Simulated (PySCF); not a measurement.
SiBr2F2, SMILES F[Si](Br)(F)Br. Atoms are numbered in the order given.

```xyz
5

F      0.0000    -1.2872     1.6148
Si     0.0000     0.0000     0.6633
F      0.0000     1.2872     1.6148
Br    -1.8089     0.0000    -0.5479
Br     1.8089     0.0000    -0.5479
```
Charge 0, spin multiplicity 1.

Geometry: PBE0-D3(BJ)/def2-SVP.

All values below come from PySCF with HF/pcSseg-1.

GIAO shieldings, no solvent; atoms alike by connectivity are averaged. δ = σ(ref) − σ: ¹⁹F against CFCl3 (σ = 238.5 ppm); ²⁹Si against TMS (σ = 393.8 ppm), references at their B3LYP-D3(BJ)/def2-TZVP geometries, non-relativistic (without spin–orbit terms, shifts of atoms bonded to Cl or Br come out too high).

```tsv
nucleus	atoms	count	δ (ppm)
¹⁹F	F1, F3	2	-79.5
²⁹Si	Si2	1	-23.7
```
